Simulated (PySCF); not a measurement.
**Correlation energy of Nb⁺ (niobium, charge +1)**

[Kr] 4d3 5s1, high-spin 5F determinant (an excited configuration). All numbers are calculated (PySCF 2.14, the spin-free X2C one-electron Hamiltonian (Gaussian nucleus), in x2c-TZVPPall with one added diffuse shell each of s, p, d, f type (9s7p7d3f1g, 95 functions)). Frozen: [Ar] 3d10; 12 electrons correlated.

MP2 pair energies summed by pair of shells (mhartree):

```json
{"pair": "4p-4p", "energy": "-94.72", "share (%)": "34.6"}
{"pair": "4p-4d", "energy": "-88.79", "share (%)": "32.4"}
{"pair": "4s-4p", "energy": "-29.78", "share (%)": "10.9"}
{"pair": "4p-5s", "energy": "-16.60", "share (%)": "6.1"}
{"pair": "4d-4d", "energy": "-15.19", "share (%)": "5.5"}
{"pair": "4d-5s", "energy": "-12.07", "share (%)": "4.4"}
{"pair": "4s-4d", "energy": "-10.22", "share (%)": "3.7"}
{"pair": "4s-4s", "energy": "-5.49", "share (%)": "2.0"}
{"pair": "4s-5s", "energy": "-1.00", "share (%)": "0.4"}
```

Total MP2 correlation energy: -273.86 mhartree.

Same-spin part -92.46 and opposite-spin part -181.40 mhartree; SCS-MP2 scales them by 1/3 and 6/5 to -248.50 mhartree.

This basis was not built for core-valence correlation, so the inner-shell part is incomplete.
